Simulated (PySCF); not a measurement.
## How the method moves the HOMO and LUMO of `F[C@@H]1C[C@@H]1O[SiH3]`

Species: C3H7FOSi.
Z-matrix (Å and degrees, PBE0-D3(BJ)/def2-SVP geometry), rows numbered from 1:
```
F 
C   1  1.3603
C   2  1.4909  1  117.35
C   2  1.4986  1  115.71  3   -68.45
O   4  1.3755  2  119.05  3  -106.92
Si  5  1.6778  4  126.92  2   -47.22
H   2  1.0946  1  112.07  3   147.31
H   3  1.0933  2  115.20  4   105.09
H   3  1.0929  2  119.50  4  -109.89
H   4  1.0978  2  117.49  3   107.89
H   6  1.4900  5  111.71  4    99.84
H   6  1.4940  5  110.44  4   -23.33
H   6  1.4906  5  105.85  4  -142.02
```

Basis pcSseg-1 throughout (PySCF), one geometry. Isolated species at its PBE0-D3(BJ)/def2-SVP geometry (one conformer only).

Task: How do the orbital energies, the gap and the dipole change with the method?

Result: 
```json
{"method": "BLYP", "kind": "GGA", "HOMO (eV)": "-6.23", "LUMO (eV)": "-0.18", "gap (eV)": "6.05", "μ (D)": "1.82", "SCF cycles": "15"}
{"method": "OPBE", "kind": "GGA", "HOMO (eV)": "-6.30", "LUMO (eV)": "-0.16", "gap (eV)": "6.13", "μ (D)": "1.76", "SCF cycles": "16"}
{"method": "PBE", "kind": "GGA", "HOMO (eV)": "-6.34", "LUMO (eV)": "-0.35", "gap (eV)": "5.99", "μ (D)": "1.80", "SCF cycles": "15"}
{"method": "B97-D", "kind": "GGA", "HOMO (eV)": "-6.35", "LUMO (eV)": "-0.15", "gap (eV)": "6.20", "μ (D)": "1.84", "SCF cycles": "15"}
{"method": "KT2", "kind": "GGA", "HOMO (eV)": "-6.42", "LUMO (eV)": "-0.51", "gap (eV)": "5.91", "μ (D)": "1.76", "SCF cycles": "16"}
{"method": "KT3", "kind": "GGA", "HOMO (eV)": "-6.44", "LUMO (eV)": "-0.37", "gap (eV)": "6.06", "μ (D)": "1.73", "SCF cycles": "16"}
{"method": "BP86", "kind": "GGA", "HOMO (eV)": "-6.45", "LUMO (eV)": "-0.38", "gap (eV)": "6.07", "μ (D)": "1.83", "SCF cycles": "15"}
{"method": "LDA", "kind": "LDA", "HOMO (eV)": "-6.49", "LUMO (eV)": "-0.62", "gap (eV)": "5.88", "μ (D)": "1.84", "SCF cycles": "14"}
{"method": "B97-2", "kind": "global hybrid", "HOMO (eV)": "-7.51", "LUMO (eV)": "0.61", "gap (eV)": "8.13", "μ (D)": "1.89", "SCF cycles": "13"}
{"method": "B3LYP", "kind": "global hybrid", "HOMO (eV)": "-7.55", "LUMO (eV)": "0.39", "gap (eV)": "7.94", "μ (D)": "1.90", "SCF cycles": "14"}
{"method": "PBE0", "kind": "global hybrid", "HOMO (eV)": "-7.78", "LUMO (eV)": "0.59", "gap (eV)": "8.36", "μ (D)": "1.90", "SCF cycles": "14"}
{"method": "mPW1PW91", "kind": "global hybrid", "HOMO (eV)": "-7.82", "LUMO (eV)": "0.62", "gap (eV)": "8.44", "μ (D)": "1.91", "SCF cycles": "13"}
{"method": "BHandHLYP", "kind": "global hybrid", "HOMO (eV)": "-9.13", "LUMO (eV)": "1.56", "gap (eV)": "10.69", "μ (D)": "2.01", "SCF cycles": "12"}
{"method": "CAM-B3LYP", "kind": "range-separated hybrid", "HOMO (eV)": "-9.19", "LUMO (eV)": "1.66", "gap (eV)": "10.85", "μ (D)": "1.95", "SCF cycles": "12"}
{"method": "wB97X-D", "kind": "range-separated hybrid", "HOMO (eV)": "-9.68", "LUMO (eV)": "2.44", "gap (eV)": "12.12", "μ (D)": "1.94", "SCF cycles": "14"}
{"method": "LC-wPBE", "kind": "range-separated hybrid", "HOMO (eV)": "-10.53", "LUMO (eV)": "2.87", "gap (eV)": "13.41", "μ (D)": "1.97", "SCF cycles": "14"}
{"method": "HF", "kind": "Hartree–Fock", "HOMO (eV)": "-11.19", "LUMO (eV)": "3.91", "gap (eV)": "15.10", "μ (D)": "2.18", "SCF cycles": "10"}
```

The HOMO spans 4.95 eV, from BLYP down to HF, and the gap runs from 5.88 eV (LDA) to 15.10 eV (HF). Over the methods BLYP (0 %), OPBE (0 %), PBE (0 %), B97-D (0 %), KT2 (0 %), KT3 (0 %), BP86 (0 %), LDA (0 %), B97-2 (21 %), B3LYP (20 %), PBE0 (25 %), mPW1PW91 (25 %), BHandHLYP (50 %), HF (100 %), a straight line through the gap against the share of exact exchange rises by 0.91 eV for each 10 % (correlation coefficient 0.999). The dipole ranges from 1.73 D (KT3) to 2.18 D (HF). This basis has no diffuse functions.

The vertical ΔSCF ionisation energy at CAM-B3LYP/def2-SVPD is 10.11 eV; −ε(HOMO) comes closest to it with wB97X-D (9.68 eV) and LC-wPBE (10.53 eV).
